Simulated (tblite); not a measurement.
C₁₀H₁₄.
SMILES with atom numbers: `[CH2:1]=[CH:2][C@@H:3]1[CH2:4][C@@H:5]2[CH:6]=[CH:7][C@@:8]1([CH3:9])[CH2:10]2` (hydrogens: H11, H12 on C1; H13 on C2; H14 on C3; H15, H16 on C4; H17 on C5; H18 on C6; H19 on C7; H20, H21, H22 on C9; H23, H24 on C10)

Computed geometry: GFN2-xTB, gas phase.

(1) Give the optimised bond lengths and angles.

Answers

(1) 
```tsv
bond	length (pm)
C1=C2	132.0
C2–C3	149.1
C3–C4	154.6
C4–C5	154.7
C5–C6	150.6
C6=C7	132.6
C7–C8	151.0
C8–C9	151.3
C8–C10	153.7
C3–C8	156.5
C5–C10	153.1
C1–H11	107.8
C1–H12	107.7
C2–H13	108.2
C3–H14	109.4
C4–H15	109.0
C4–H16	109.0
C5–H17	108.8
C6–H18	107.5
C7–H19	107.5
C9–H20, C9–H21, C9–H22	108.8
C10–H23	108.9
C10–H24	108.9
```

Bonds in one row agree within 1 pm and their mean is given. A selection of angles:
```tsv
angle	degrees
C1–C2–C3	124.3
C2–C3–C4	113.4
C2–C3–C8	113.0
C4–C3–C8	102.4
C3–C4–C5	103.4
C4–C5–C6	105.6
C4–C5–C10	100.8
C6–C5–C10	100.4
C5–C6–C7	107.4
C6–C7–C8	107.9
C7–C8–C9	116.6
C7–C8–C10	100.0
C9–C8–C10	117.9
C3–C8–C7	105.9
C3–C8–C9	114.3
C3–C8–C10	99.8
C5–C10–C8	93.8
```

Torsions: C1–C2–C3–C4 -127° (anticlinal); C2–C3–C4–C5 -124° (anticlinal); C3–C4–C5–C6 69° (synclinal); C4–C5–C6–C7 -71° (synclinal); C5–C6–C7–C8 -1° (synperiplanar); C6–C7–C8–C9 -161° (antiperiplanar); C7–C8–C10–C5 50° (synclinal); C2–C3–C8–C7 57° (synclinal); C4–C5–C10–C8 58° (synclinal).

The 11 C–C bonds span 1.320 Å (C1=C2, drawn double) to 1.565 Å (C3–C8, drawn single), a spread of 0.245 Å. Of the pairs four or more bonds apart, C7···H13 is among the closest relative to their van der Waals radii: 2.63 Å, 91 % of the sum of Bondi's values. The 5-membered ring C3–C4–C5–C10–C8 has internal angles of 93.8° to 103.4°; it is puckered, 0.28 Å rms from its mean plane, widest ring torsion 59°. The 5-membered ring C5–C6–C7–C8–C10 has internal angles of 93.8° to 107.9°; it is puckered, 0.24 Å rms from its mean plane, widest ring torsion 50°.

Point group: C1 (no symmetry element, even within 0.4 Å). Its GFN2-xTB frequencies are all real (lowest 58 cm⁻¹). One conformer, not necessarily the lowest.
